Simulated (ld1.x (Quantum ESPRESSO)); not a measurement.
# How hard is this Zn (Z = 30) RRKJ potential?

* Element: Zn
* Generator: ld1.x (Quantum ESPRESSO) 7.5
* Type: norm-conserving RRKJ (Kleinman–Bylander form)
* Functional: PBE
* Relativity: scalar-relativistic
* Frozen core: [Ne]
* Valence charge: 20
* Reference configuration: 3s2 3p6 3d10 4s1 4p1
* Partial waves: 3s (bound): rc 0.95 bohr; 3p (bound): rc 1.15 bohr; 3d (bound): rc 0.95 bohr
* Local potential: the d channel
* Core correction: none

Occupied shells without a wave of their own: 4p, 4s. They enter only through the test configuration that unscreens the potential.

The pseudo-atom Hamiltonian at the reference potential is diagonalised in spherical Bessel functions j_l(qr) that vanish at 20 bohr, with q² up to the cutoff. All-electron valence levels (Ry): 3s -9.6634, 4s -0.5440, 3p -6.2955, 4p -0.1544, 3d -0.9073.

Q: How do the lowest levels (Ry) of each channel move with the cutoff, and are there ghosts?

A:

```csv
cutoff (Ry),s #1,s #2,p #1,p #2,d #1,f #1,f #2,Σ f·Δε (mRy)
8,-7.5412,-0.3610,-1.4173,-0.0356,0.0370,0.0941,0.2166,43280.5
25,-9.3898,-0.5472,-4.5211,-0.1057,0.0363,0.0941,0.2166,20696.8
50,-9.4740,-0.5547,-6.0885,-0.1455,0.0348,0.0941,0.2166,11061.9
100,-9.6522,-0.5558,-6.2954,-0.1518,-0.2486,0.0941,0.2166,6623.1
180,-9.6631,-0.5680,-6.2955,-0.1520,-0.8751,0.0941,0.2166,323.0
400,-9.6635,-0.5693,-6.2955,-0.1520,-0.9072,0.0941,0.2166,0.0
```

Result: no extra level below or beside the all-electron valence levels (s, p, d, f tested); 10 mRy is reached at 260 Ry and 1 mRy at over 300 Ry.

The potential misses its own reference levels by up to 0.3 eV. Its largest configuration-test error is -1088 meV.
